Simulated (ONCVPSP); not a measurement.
What one change does to a pseudopotential (Pb, ONCV)

```json
{
 "Element": "Pb",
 "Generator": "ONCVPSP 4.0.1",
 "Type": "optimised norm-conserving Vanderbilt (ONCV)",
 "Functional": "BLYP",
 "Relativity": "scalar-relativistic",
 "Frozen core": "[Xe] 4f14",
 "Valence charge": "14",
 "Reference configuration": "5d10 6s2 6p1 (charge +1)",
 "Partial waves": "6s: rc 1.60 bohr, ncon 3, nbas 6, qcut 3.2 1/bohr, 2 projectors, debl 3.1 Ha; 6p: rc 2.10 bohr, ncon 3, nbas 6, qcut 3.3 1/bohr, 2 projectors, debl 0.6 Ha; 5d: rc 1.30 bohr, ncon 3, nbas 6, qcut 6.5 1/bohr, 2 projectors, debl 2.5 Ha",
 "Local potential": "polynomial inside 1.05 bohr (lpopt 5, dvloc0 3 Ha)",
 "Core correction": "Teter function, fcfact 5, rcfact 1.1"
}
```

Change: p: qcut 4.6.

Cutoffs: the cutoffs (Ha) at which the residual kinetic energy of the hardest occupied pseudo-wave falls to 1 and 0.1 mHa per electron; they do not see the model core or the augmentation charge, which bear on the density cutoff. Errors are all-electron minus pseudo energies relative to the spin-unpolarised reference configuration.

Question: How do hardness, ghosts and transferability respond?

Answer: The potential gets neither clearly harder nor softer (34 Ha and 69 Ha → 34 Ha and 69 Ha); both files keep a bound ghost (p, s); of the 4 tests that both files solve, the error grows in 1 and shrinks in 0 by more than 15 % and 0.3 meV (median size 3.7 → 3.9 meV); the range in which the p phases agree widens (upper end 2.7 → 4.0).

| quantity | base | changed |
| --- | --- | --- |
| cutoff, loose | 34 Ha | 34 Ha |
| cutoff, tight | 69 Ha | 69 Ha |
| loose cutoff by channel | s 34 Ha, p 5.1 Ha, d 30 Ha | s 34 Ha, p 5.4 Ha, d 30 Ha |
| bound ghosts | s, p | s, p |
| GHOST(+) flags under 300 eV | s at 141.7 eV | s at 141.7 eV |
| error for 5d10 6s2 6p2, meV [ΔE -6.54 eV] | +3.5 | +3.6 |
| error for 5d10 6s2 6p0, meV [ΔE 13.50 eV] | -5.2 | -5.9 |
| error for 5d10 6s1 6p0, meV [ΔE 45.96 eV] | +0.1 | -0.5 |
| error for 5d10 6s1 6p3, meV [ΔE 2.21 eV] | -3.8 | -4.3 |
| s: phases at 1.62 bohr within 0.05 rad from the reference energy up to (Ha; the scan ends near 5) | 4.7 | 4.7 |
| p: phases at 2.13 bohr within 0.05 rad from the reference energy up to (Ha; the scan ends near 5) | 2.7 | 4.0 |
| d: phases at 1.32 bohr within 0.05 rad from the reference energy up to (Ha; the scan ends near 5) | to the end of the scan | to the end of the scan |
| rms error of d²Exc/dni dnj with the model core, mHa | 2.38 | 2.38 |

 A true bound ghost makes a file unfit for plane-wave use even where its test errors are small: the radial tests pick states by their node count and pass the ghost by.
